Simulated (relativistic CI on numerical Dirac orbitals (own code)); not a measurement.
**Ru⁵⁺: L2,3 absorption edge**

Computed with this model: Dirac-Coulomb-Breit CI, orbitals from a KLI potential per configuration, model QED, valence Slater integrals scaled by 0.8, multiplet model of core-to-valence dipole absorption; configurations [Kr] 4d3 → [He] 2s2 2p5 3s2 3p6 3d10 4s2 4p6 4d4; 300 K; Lorentzian 2.4 eV and Gaussian 0.5 eV FWHM. Energies are those of the free ion, without screening or charge transfer. The branching ratio is the share of the lower-energy edge in the whole absorption, uncertain by about 0.02 where the edges overlap. S is read from ⟨S²⟩ = S(S + 1).

Field parameters in Wybourne normalisation: D4h B²₀ = −7Ds, B⁴₀ = 21(Dq − Dt), B⁴₄ = 21√(5/14) Dq; Oh B⁴₀ = 21Dq, B⁴₄ = √(5/14) B⁴₀. The field is a parameter set, without covalency.

free ion: ground-state S = 1.48, centroid 2873.90 eV, branching ratio 0.803. Peaks (eV, height): 2848.8 (100), 2977.8 (20).

Oh, 10Dq = 24000 cm⁻¹: ground-state S = 1.50, centroid 2887.21 eV, branching ratio 0.703. Peaks (eV, height): 2848.5 (100), 2976.8 (46).

D4h, 10Dq = 30500, Ds = 370, Dt = 170 cm⁻¹: ground-state S = 1.50, centroid 2887.65 eV, branching ratio 0.700. Peaks (eV, height): 2849.0 (100), 2976.8 (45).

The statistical ratio of this edge is 2/3 = 0.667. Values above it arise where the holes sit mainly in the j = l + 1/2 valence subshell or the ground state has high spin; values below it where core-valence Coulomb terms move weight to the upper edge, as in nearly empty shells. At deep edges of heavy elements the radial integrals of the two core levels differ, which raises the baseline.

Strongest unbroadened transitions for D4h, 10Dq = 30500, Ds = 370, Dt = 170 cm⁻¹:

```tsv
Energy (eV)	Relative strength
2846.91	36.0
2846.93	91.6
2846.94	70.1
2848.47	40.9
2848.64	63.1
2848.68	95.2
2848.82	74.0
2848.88	80.3
2848.94	100.0
2849.09	71.8
2850.02	32.0
2976.00	38.2
2976.15	52.8
2976.64	58.5
2976.66	58.1
2977.45	32.5
2977.72	36.1
2977.78	49.3
```
